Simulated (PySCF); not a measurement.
Compound: C3H3F3N2SSi.
Cartesian coordinates in Å at the GFN2-xTB level; atoms count from 1:
```
atom  x, y, z in Å
F1    -0.0089   -1.8366   -1.3094
C2     0.7117   -1.5789   -0.1987
F3     1.8184   -2.3103   -0.2757
F4    -0.0149   -2.0710    0.8257
C5     0.9720   -0.1193   -0.0366
N6     2.2263    0.3607   -0.0061
N7     2.2983    1.6029    0.1348
S8     0.8149    2.3338    0.2469
C9    -0.0110    0.8434    0.0926
Si10  -1.8964    0.6987    0.1201
H11   -2.3599    1.5906   -0.9420
H12   -2.2926    1.1760    1.4442
H13   -2.2622   -0.6894   -0.1135
```

NICS is the negative of the GIAO shielding at a point without a nucleus: at the ring centre (0) and 1 Å above and below it (1); zz is the component along the ring normal. Level: GIAO PBE0/pcSseg-1 (PySCF, non-relativistic, gas phase) on the GFN2-xTB geometry, one conformer.

Ring bond lengths (Å), with Mayer bond orders in brackets: C5–N6 1.343 (1.29), N6–N7 1.252 (1.56), N7–S8 1.658 (1.14), S8–C9 1.711 (1.29), C9–C5 1.382 (1.39).

What do the NICS probes read (ppm)?

```tsv
ring	type	NICS(0)	NICS(1), two faces	NICS(1)zz, two faces	rms pucker (Å)	centre to ring atoms, mean (Å)
C5–N6–N7–S8–C9	5-membered ring with 2 N and S; formal bonds all aromatic	-13.3	-14.1 / -14.1	-33.5 / -33.5	0.00	1.24
```

What do they say, and how far can they be read as aromaticity?

- C5–N6–N7–S8–C9: mean NICS(1)zz -33.5 ppm, shielded. For a flat ring without four-coordinate atoms the NICS criterion counts such a value as aromatic.

Give the inner angles of the rings and the Hirshfeld charges of the ring atoms.

- C5–N6–N7–S8–C9: C5 114.4° (-0.015 e), N6 114.2° (-0.093 e), N7 113.2° (-0.108 e), S8 92.4° (+0.209 e), C9 105.8° (-0.117 e); sum 540.0° against 540° for a flat convex ring.

How shielded are the nuclei of the rings and their hydrogens (means over atoms taken as equivalent)?

```
atoms                  environment  σ isotropic (ppm)
   C5  substituted aromatic carbon               27.1
   N6       pyridine-type nitrogen             -198.1
   N7       pyridine-type nitrogen             -204.0
   S8                  ring sulfur              -97.4
   C9  substituted aromatic carbon               25.5
```
